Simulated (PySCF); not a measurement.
# Co⁺ (cobalt, charge +1): UHF calculation

Configuration: [Ar] 3d8, high-spin 3F determinant. All numbers are calculated (PySCF 2.14, the non-relativistic Hamiltonian (point nucleus), in cc-pVTZ (7s6p4d2f1g, 68 functions)).

```json
{"Total energy": "-1381.136659 hartree", "One-electron energy": "-1911.3085 hartree", "Hartree (Coulomb) energy": "588.2146 hartree", "Exchange energy": "-58.0428 hartree", "Kinetic energy": "1381.06051 hartree", "⟨S²⟩": "2.0052", "⟨L²⟩": "12.030", "Sum of ⟨r⟩": "17.30 bohr", "Sum of ⟨r²⟩": "19.65 bohr²", "Density at the nucleus (Gaussians lack the cusp)": "13300 bohr⁻³", "Spin density at the nucleus": "-0.0359 bohr⁻³", "Langevin diamagnetic susceptibility": "-15.6 ×10⁻⁶ cm³/mol", "Time after the integrals": "0.41 s of wall time on 1 thread of Intel(R) Xeon(R) 6975P-C (shared host)"}
```

| shell | electrons | mean orbital energy (hartree) | spread (hartree) | rms radius, mean of both spins (bohr) |
| --- | --- | --- | --- | --- |
| 1s α | 1 | -283.15497 | 0 | 0.0659 |
| 1s β | 1 | -283.15387 | 0 | 0.0659 |
| 2s α | 1 | -34.95834 | 0 | 0.279 |
| 2s β | 1 | -34.89364 | 0 | 0.279 |
| 2p α | 3 | -30.21572 | 0 | 0.250 |
| 2p β | 3 | -30.15236 | 0 | 0.250 |
| 3s α | 1 | -4.68863 | 0 | 0.847 |
| 3s β | 1 | -4.50747 | 0 | 0.847 |
| 3p α | 3 | -3.21017 | 0 | 0.904 |
| 3p β | 3 | -2.99125 | 0 | 0.904 |
| 3d α | 5 | -0.77126 | 0.05102 | 1.26 |
| 3d β | 3 | -0.68103 | 0 | 1.26 |
